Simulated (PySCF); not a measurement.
## Excitation energy of W²⁺ by level of theory

W²⁺ [Xe] 4f14 5d4 (5D) → W²⁺ [Xe] 4f14 5d3 6s1 (5F), as a difference of total energies. Calculation: PySCF 2.14, in x2c-TZVPPall with one added diffuse shell each of s, p, d, f type (12s8p8d4f1g, 113 functions); scalar relativity by spin-free X2C-1e. Correlated levels: valence: [Xe] 4f14 frozen. The calculations carry no spin-orbit coupling.

| method | excitation energy (eV) |
| --- | --- |
| UHF | 1.328 |
| MP2 (valence) | 1.821 |
| SCS-MP2 (valence) | 1.816 |
| CCSD (valence) | 1.858 |
| CCSD(T) (valence) | 1.867 |

**Question.** How much does correlation contribute at CCSD(T) (valence)?

**Answer.** 1.867 − (1.328) = 0.539 eV, measured against UHF.

A first-order spin-orbit estimate (lowest level to lowest level, LS coupling) adds -0.201 eV.
